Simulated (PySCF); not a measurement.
## Working out the ionisation energy of Br(2+)

Br(2+) [Ar] 3d10 4s2 4p3 (4S) → Br(3+) [Ar] 3d10 4s2 4p2 (3P). Calculation: PySCF 2.14, in aug-cc-pVQZ-DK; the spin-free X2C one-electron Hamiltonian (Gaussian nucleus). Frozen: [Ar] 3d10. Energies in hartree (1 hartree = 27.21139 eV):

```tsv
part	Br(2+) (lower)	Br(3+) (upper)
UHF	-2603.281549	-2602.008377
CCSD correlation	-0.098140	-0.078847
(T)	-0.002773	-0.001601
```

**Question.** What does Hartree-Fock give?

**Answer.** (-2602.008377) − (-2603.281549) = 1.273172 hartree = 34.645 eV.

**Question.** What do CCSD and CCSD(T) give?

**Answer.** The CCSD correlation energies differ by 0.019293 hartree = 0.525 eV and the triples by 0.001172 hartree = 0.032 eV, so CCSD gives 35.170 eV and CCSD(T) 35.202 eV.

A first-order spin-orbit estimate adds -0.425 eV to CCSD(T) (valence), giving 34.777 eV against 34.871 ± 0.019 eV (measured; NIST Atomic Spectra Database, ionization energies).

What remains against the reference includes basis incompleteness, the frozen core and higher excitations.
